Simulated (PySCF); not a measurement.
# Ionisation energy of Ca by level of theory

Ca [Ar] 4s2 (1S) → Ca⁺ [Ar] 4s1 (2S), as a difference of total energies. Calculation: PySCF 2.14, in def2-SVP (5s3p2d, 24 functions); no relativity, point nucleus. Correlated levels: valence: [Ar] frozen. The calculations carry no spin-orbit coupling.

```tsv
method	ionisation energy (eV)
UHF	5.133
TPSS	6.038
MP2 (valence)	5.603
CCSD (valence)	5.866
```

Estimate what SCS-MP2 (valence) gives.

5.697 eV, closest to MP2 (valence) among the rows shown.

Estimate what MN15 gives.

6.304 eV, closest to TPSS among the rows shown.

These non-relativistic numbers lack the scalar-relativistic shift.

Errors of the correlated levels include the incompleteness of this basis and the frozen core.

With two correlated electrons CCSD is exact in that space.

The coupled-cluster amplitudes are large for Ca (T1 above 0.03 or a double amplitude above 0.15), so a single reference is strained.

For comparison: 6.113 eV (measured; NIST Atomic Spectra Database, ionization energies).
